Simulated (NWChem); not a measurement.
System: diethyl ether (C₄H₁₀O); SMILES C(C)OCC

NWChem input:

```
start job
memory heap 200 mb stack 900 mb global 1100 mb
geometry units angstroms noautoz
  C     -0.112662     2.344278    -0.171729
  C     -0.326629     0.939306     0.363638
  O      0.611832     0.076266    -0.250032
  C      0.605532    -1.250783     0.243174
  C     -0.583422    -2.087745    -0.227290
  H      0.915714     2.692774     0.050006
  H     -0.249555     2.364160    -1.271360
  H     -0.832637     3.052440     0.284275
  H     -0.197921     0.919204     1.476816
  H     -1.376836     0.610975     0.163511
  H      0.652866    -1.248101     1.362074
  H      1.550920    -1.707053    -0.119136
  H     -0.471777    -3.139911     0.105107
  H     -0.648104    -2.077988    -1.334118
  H     -1.545939    -1.713361     0.176034
end
basis spherical
  * library 6-31g*
end
dft
  xc slater pw91lda
  iterations 150
  mulliken
end
task dft energy
```

Output (shortened):

```
             Northwest Computational Chemistry Package (NWChem) 7.3.0
             --------------------------------------------------------

 C1  symmetry detected

                             Geometry "geometry" -> ""
                             -------------------------

 Output coordinates in angstroms (scale by  1.889725989 to convert to a.u.)

  No.       Tag          Charge          X              Y              Z
 ---- ---------------- ---------- -------------- -------------- --------------
    1 C                    6.0000    -0.12198780     2.34253929    -0.18407852
    2 C                    6.0000    -0.31337349     0.94119605     0.36905316
    3 O                    8.0000     0.59541249     0.07298859    -0.28091746
    4 C                    6.0000     0.60968079    -1.25100776     0.22026213
    5 C                    6.0000    -0.60030319    -2.08901760    -0.19099407
    6 H                    1.0000     0.91576702     2.69081636    -0.01104361
    7 H                    1.0000    -0.30825307     2.35590380    -1.27652988
    8 H                    1.0000    -0.81980555     3.05457429     0.29950560
    9 H                    1.0000    -0.13467491     0.92770689     1.47540752
   10 H                    1.0000    -1.37193857     0.61324903     0.21846257
   11 H                    1.0000     0.70737424    -1.24155429     1.33585683
   12 H                    1.0000     1.53721761    -1.71092644    -0.18143377
   13 H                    1.0000    -0.47511080    -3.13929985     0.14253211
   14 H                    1.0000    -0.71476767    -2.08593203    -1.29382477
   15 H                    1.0000    -1.54320618    -1.71070631     0.25295087

 Effective nuclear repulsion energy (a.u.)     190.5701380289

                                 NWChem DFT Module
                                 -----------------

 Summary of "ao basis" -> "ao basis" (spherical)
 ------------------------------------------------------------------------------
       Tag                 Description            Shells   Functions and Types
 ---------------- ------------------------------  ------  ---------------------
 C                           6-31g*                  6       14   3s2p1d
 O                           6-31g*                  6       14   3s2p1d
 H                           6-31g*                  2        2   2s

            General Information
            -------------------
          SCF calculation type: DFT
          Wavefunction type:  closed shell.
          No. of atoms     :    15
          No. of electrons :    42
           Alpha electrons :    21
            Beta electrons :    21
          Charge           :     0
          Spin multiplicity:     1
          Use of symmetry is: off; symmetry adaption is: off
          Maximum number of iterations: 150
          AO basis - number of functions:    90
                     number of shells:    50
          Convergence on energy requested:  1.00D-06
          Convergence on density requested:  1.00D-05
          Convergence on gradient requested:  5.00D-04

              XC Information
              --------------
                        Slater Exchange Functional  1.000 local
            Perdew 1991 LDA Correlation Functional  1.000 local

             Grid Information
             ----------------
          Grid used for XC integration:  medium
          Radial quadrature: Mura-Knowles
          Angular quadrature: Lebedev.
          Tag              B.-S. Rad. Rad. Pts. Rad. Cut. Ang. Pts.
          ---              ---------- --------- --------- ---------
          C                   0.70       49          12.0       434
          O                   0.60       49           9.0       434
          H                   0.35       45          13.0       434
          Grid pruning is: on
          Number of quadrature shells:   695
          Spatial weights used:  Erf1

      Superposition of Atomic Density Guess
      -------------------------------------

 Sum of atomic energies:        -230.37769422

      Non-variational initial energy
      ------------------------------

 Total energy =    -233.404100
 1-e energy   =    -688.144421
 2-e energy   =     264.170183
 HOMO         =      -0.319781
 LUMO         =       0.140512

     ---------------------------------------------
      Total Density - Mulliken Population Analysis
     ---------------------------------------------

    Atom       Charge   Shell Charges
 -----------   ------   -------------------------------------------------------
    1 C    6     6.69   2.00  0.72  2.04  0.68  1.23  0.03
    2 C    6     5.98   2.00  0.69  1.77  0.58  0.88  0.06
    3 O    8     8.69   2.00  0.92  3.01  0.91  1.82  0.02
    4 C    6     5.98   2.00  0.69  1.76  0.59  0.88  0.06
    5 C    6     6.70   2.00  0.72  2.04  0.69  1.23  0.03
    6 H    1     0.78   0.46  0.31
    7 H    1     0.78   0.46  0.31
    8 H    1     0.77   0.46  0.31
    9 H    1     0.83   0.48  0.35
   10 H    1     0.83   0.48  0.35
   11 H    1     0.83   0.48  0.35
   12 H    1     0.82   0.48  0.33
   13 H    1     0.77   0.46  0.31
   14 H    1     0.78   0.46  0.32
   15 H    1     0.78   0.46  0.31

   convergence    iter        energy       DeltaE   RMS-Dens  Diis-err
 ---------------- ----- ----------------- --------- --------- ---------
 d= 0,ls=0.0,diis     1   -231.5089006863 -4.22D+02  1.47D-02  8.62D-01
 d= 0,ls=0.0,diis     2   -231.4700747531  3.88D-02  1.02D-02  1.12D+00
 d= 0,ls=0.0,diis     3   -231.5606899051 -9.06D-02  3.39D-03  2.13D-01
 d= 0,ls=0.0,diis     4   -231.5781382260 -1.74D-02  1.24D-03  1.48D-02
 d= 0,ls=0.0,diis     5   -231.5798037694 -1.67D-03  2.93D-04  5.66D-04
  Resetting Diis
 d= 0,ls=0.0,diis     6   -231.5798796760 -7.59D-05  3.32D-05  8.96D-06
 d= 0,ls=0.0,diis     7   -231.5798807243 -1.05D-06  1.91D-05  1.08D-06
 d= 0,ls=0.0,diis     8   -231.5798805817  1.43D-07  1.13D-05  2.26D-06
 d= 0,ls=0.0,diis     9   -231.5798808631 -2.81D-07  1.75D-06  2.40D-08

         Total DFT energy =     -231.579880863146
      One electron energy =     -692.927898908516
           Coulomb energy =      302.645601131710
    Exchange-Corr. energy =      -31.867721115226
 Nuclear repulsion energy =      190.570138028887

 Numeric. integr. density =       41.999996852523

                       DFT Final Molecular Orbital Analysis
                       ------------------------------------

 Vector   19  Occ=2.000000D+00  E=-2.916423D-01
              MO Center= -7.1D-02,  2.7D-01,  7.1D-02, r^2= 4.9D+00
   Bfn.  Coefficient  Atom+Function         Bfn.  Coefficient  Atom+Function
  ----- ------------  ---------------      ----- ------------  ---------------
    19      0.217979   2 C  pz                5     -0.196403   1 C  pz
    47     -0.170706   4 C  pz               46     -0.163711   4 C  py
    60      0.154909   5 C  py               78      0.153854   9 H  s
    77      0.152637   9 H  s                61      0.151257   5 C  pz
    74      0.148056   7 H  s                 3     -0.144437   1 C  px

 Vector   20  Occ=2.000000D+00  E=-2.556570D-01
              MO Center=  4.4D-01, -2.4D-01, -4.2D-02, r^2= 2.6D+00
   Bfn.  Coefficient  Atom+Function         Bfn.  Coefficient  Atom+Function
  ----- ------------  ---------------      ----- ------------  ---------------
    33      0.354327   3 O  pz               31     -0.252144   3 O  px
    37      0.246684   3 O  pz               34     -0.240183   3 O  s
    47     -0.200811   4 C  pz               82     -0.200249  11 H  s
    35     -0.171254   3 O  px               17      0.154479   2 C  px
    84      0.144109  12 H  s                19     -0.140493   2 C  pz

 Vector   21  Occ=2.000000D+00  E=-1.995798D-01
              MO Center=  2.9D-01, -5.3D-02, -9.9D-03, r^2= 2.0D+00
   Bfn.  Coefficient  Atom+Function         Bfn.  Coefficient  Atom+Function
  ----- ------------  ---------------      ----- ------------  ---------------
    31      0.407707   3 O  px               33      0.365013   3 O  pz
    35      0.299593   3 O  px               37      0.267409   3 O  pz
    80      0.232358  10 H  s                78     -0.212217   9 H  s
    62      0.184616   5 C  s                82     -0.163917  11 H  s
    32      0.146799   3 O  py               59      0.143940   5 C  px

 Vector   22  Occ=0.000000D+00  E= 5.758327D-02
              MO Center= -4.3D-01, -5.1D-01,  5.0D-01, r^2= 5.8D+00
   Bfn.  Coefficient  Atom+Function         Bfn.  Coefficient  Atom+Function
  ----- ------------  ---------------      ----- ------------  ---------------
    20      1.011032   2 C  s                62      0.894838   5 C  s
    80     -0.759908  10 H  s                48      0.729565   4 C  s
    82     -0.684329  11 H  s                90     -0.647298  15 H  s
    78     -0.628954   9 H  s                86     -0.611892  13 H  s
    21     -0.443750   2 C  px               63     -0.397963   5 C  px

 Vector   23  Occ=0.000000D+00  E= 8.664911D-02
              MO Center= -1.7D-01,  4.3D-01,  1.0D-01, r^2= 8.6D+00
   Bfn.  Coefficient  Atom+Function         Bfn.  Coefficient  Atom+Function
  ----- ------------  ---------------      ----- ------------  ---------------
     6      1.506271   1 C  s                62     -1.278640   5 C  s
    76     -0.806109   8 H  s                78     -0.752799   9 H  s
    72     -0.735476   6 H  s                88      0.689117  14 H  s
    90      0.593753  15 H  s                48     -0.538807   4 C  s
    84      0.484065  12 H  s                86      0.477181  13 H  s

[...]
```

Level: LDA (Slater exchange, PW92)/6-31G* (spherical d). Structure relaxed at the PBE-D3(BJ)/def2-SVP level.
